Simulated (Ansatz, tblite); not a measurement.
Removing and adding an electron: `Cc1cc(-c2sc(-c3sc(-c4sc(C#C[Si](C)(C)C)cc4C)cc3C)cc2C)sc1C#C[Si](C)(C)C`. Charge 0, multiplicity 1. Geometry: r2SCAN-D4/def2-SVP. Ansatz, gas phase; energy differences of separate SCF runs; the oxidised species was run as a doublet alone; the reduced species was run as a doublet alone.

Cartesian coordinates in Å:
```
C -4.339 -3.173 -5.891
C -3.622 -2.673 -4.676
C -4.106 -1.665 -3.809
C -3.265 -1.378 -2.736
C -3.442 -0.417 -1.677
S -2.051 0.238 -0.848
C -3.044 1.197 0.220
C -2.447 2.023 1.237
S -0.850 1.652 1.840
C -0.851 3.029 2.911
C 0.294 3.322 3.736
S 1.878 2.774 3.255
C 2.621 3.464 4.676
C 4.003 3.351 4.894
C 5.219 3.255 5.066
Si 7.038 3.097 5.312
C 7.520 4.117 6.816
C 7.453 1.284 5.586
C 7.905 3.741 3.773
C 1.663 4.097 5.461
C 0.346 4.025 4.948
C -0.841 4.608 5.653
C -2.060 3.708 2.807
C -2.968 3.158 1.869
C -4.302 3.770 1.571
C -4.387 1.018 -0.095
C -4.628 0.114 -1.160
C -6.006 -0.252 -1.621
S -1.846 -2.389 -2.792
C -2.381 -3.169 -4.262
C -1.612 -4.167 -4.877
C -0.949 -5.050 -5.424
Si 0.045 -6.369 -6.240
C -0.541 -6.528 -8.020
C 1.858 -5.875 -6.180
C -0.221 -7.987 -5.319
H -5.050 -2.423 -6.269
H -4.909 -4.091 -5.664
H -3.631 -3.425 -6.695
H -5.035 -1.124 -3.993
H 8.606 4.054 7.000
H 7.002 3.761 7.721
H 7.261 5.179 6.675
H 8.539 1.150 5.732
H 6.939 0.889 6.476
H 7.148 0.672 4.722
H 7.657 4.799 3.593
H 7.605 3.169 2.881
H 9.000 3.659 3.878
H 1.921 4.591 6.400
H -0.614 4.778 6.715
H -1.715 3.941 5.588
H -1.138 5.580 5.222
H -2.271 4.626 3.357
H -4.517 3.762 0.491
H -4.336 4.812 1.923
H -5.124 3.229 2.072
H -5.195 1.488 0.466
H -6.749 -0.008 -0.848
H -6.083 -1.326 -1.849
H -6.292 0.298 -2.535
H -0.405 -5.582 -8.569
H -1.610 -6.793 -8.063
H 0.025 -7.313 -8.549
H 2.201 -5.750 -5.141
H 2.028 -4.923 -6.707
H 2.488 -6.646 -6.655
H -1.284 -8.280 -5.331
H 0.091 -7.900 -4.266
H 0.362 -8.802 -5.781
```

The xTB rows come from tblite. Single mean-field runs in def2-SVP are fitted with def2-universal-jkfit.

```
          level  −HOMO (eV)  vertical IE (eV)  −LUMO (eV)  vertical EA (eV)  HOMO–LUMO gap (eV)  IE − EA (eV)                       remarks
       GFN2-xTB        9.41             10.83        7.73              6.28                1.68          4.56                             –
PBE-D4/def2-SVP        4.46              5.92        2.64              1.29                1.82          4.63  HOMO above zero (-1 doublet)
```

Question: Estimate the rows for GFN1-xTB, PBE0-D4/def2-SVP.

Answer: 
```
           level  −HOMO (eV)  vertical IE (eV)  −LUMO (eV)  vertical EA (eV)  HOMO–LUMO gap (eV)  IE − EA (eV)
        GFN1-xTB       10.24             11.66        8.53              7.09                1.71          4.57
PBE0-D4/def2-SVP        5.26              6.25        2.13              1.22                3.13          5.03
```

   A HOMO above zero means that the electron is unbound at that level or that self-interaction error raises the level; the energy of removing that electron tells which. Raw xTB energy differences between charge states are shifted by several eV; the methods need an empirical correction for them. Sets without diffuse functions give affinities that are too small.
